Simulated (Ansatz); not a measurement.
`[SiH3]CI` + `[F][SnH]([Cl])[Cl]` → `[F][SnH]([SiH3])[Cl]` + `ClCI`  (formal exchange of groups at the Si–C bond)

Program: Ansatz. Geometries: PBE0-D4/def2-TZVP. ΔE: electronic, gas phase. CCSD(T)/CBS adds triple-zeta CCSD(T) − MP2 to the extrapolated MP2 energy (def2 sets, frozen cores). Functionals use def2-TZVPP. Elements past krypton have def2 core potentials. For I, Sn outer-core shells are correlated without core-valence functions, which leaves a few kJ/mol of doubt a bond.

Question: Is it downhill or uphill in electronic energy at CCSD(T)/CBS, and by how much? (Best estimate.)

Answer: Computed: Uphill: ΔE = +30.8 kcal/mol.

Question: What do these levels give: PBE0-D4, BHLYP-D4, LC-ωPBE, MP2/def2-TZVPP, CCSD/def2-TZVPP, MP2/def2-QZVPP? (Best estimate.)

Answer: Ansatz gave: PBE0-D4 28.0, BHLYP-D4 31.2, LC-ωPBE 29.9, MP2/def2-TZVPP 31.7, CCSD/def2-TZVPP 31.0, MP2/def2-QZVPP 31.9 kcal/mol.

Largest T1 diagnostic among the species: 0.013.

Leaving LDA and LC-ωPBE aside and taking each functional with its dispersion term where it has one, the values, not all of them listed here, spread over 6.1 kcal/mol, from PBE-D4 to B97M-V. From r2SCAN to r2SCAN0 (25 % exact exchange), in def2-TZVPP and without D4, ΔE moves by +0.8 kcal/mol. In def2-TZVPP, CCSD(T) changes the Hartree–Fock value by −3.5 kcal/mol (the triples alone add −0.3 kcal/mol) and MP2 by −2.5 kcal/mol.
